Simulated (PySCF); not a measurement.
C₁₀H₁₀OSi, SMILES c1cc([SiH2]c2occc2)ccc1, GFN2-xTB optimised geometry.

```
22

C      3.24    -1.24    -3.89
C      3.76    -1.85    -2.76
C      3.00    -1.95    -1.62
C      1.70    -1.45    -1.57
Si     0.66    -1.61     0.00
C     -0.63    -0.25     0.00
C     -2.00    -0.25     0.00
C     -2.41     1.10     0.00
C     -1.26     1.84     0.00
O     -0.19     1.03     0.00
C      1.19    -0.84    -2.72
C      1.96    -0.74    -3.87
H      3.84    -1.16    -4.79
H      4.77    -2.25    -2.78
H      3.41    -2.43    -0.74
H      1.52    -1.48     1.17
H     -0.06    -2.89     0.02
H     -2.63    -1.11     0.00
H     -3.41     1.48     0.00
H     -1.08     2.89     0.00
H      0.19    -0.45    -2.71
H      1.54    -0.26    -4.75
```

Density from CAM-B3LYP/def2-SVP run with PySCF at that geometry.

Minimum of the electron density along straight lines between bonded atoms, close to the bond critical point (lines longer than 1.1 times the sum of covalent radii, or with two minima, are not listed):

```csv
bond,length / Å,ρ at the minimum / e bohr⁻³,∇²ρ there / e bohr⁻⁵,position (fraction from the first atom)
C1–C2,1.385,0.315,-0.82,0.50
C2–C3,1.383,0.316,-0.83,0.50
C3–C4,1.392,0.309,-0.78,0.51
C4–Si5,1.889,0.114,0.33,0.62
Si5–C6,1.873,0.114,0.38,0.38
C6–C7,1.369,0.325,-0.83,0.51
C7–C8,1.412,0.295,-0.72,0.50
C8–C9,1.362,0.328,-0.85,0.48
C6–O10,1.356,0.279,0.09,0.33
C9–O10,1.339,0.294,0.05,0.33
C4–C11,1.393,0.308,-0.78,0.50
C1–C12,1.385,0.315,-0.82,0.50
C11–C12,1.383,0.316,-0.83,0.50
C1–H13,1.080,0.284,-1.09,0.63
C2–H14,1.081,0.283,-1.09,0.63
C3–H15,1.081,0.284,-1.08,0.63
Si5–H16,1.468,0.117,0.32,0.49
Si5–H17,1.468,0.117,0.32,0.49
C7–H18,1.071,0.286,-1.13,0.64
C8–H19,1.071,0.285,-1.12,0.64
C9–H20,1.073,0.291,-1.19,0.65
C11–H21,1.081,0.284,-1.10,0.64
C12–H22,1.081,0.283,-1.09,0.63
```
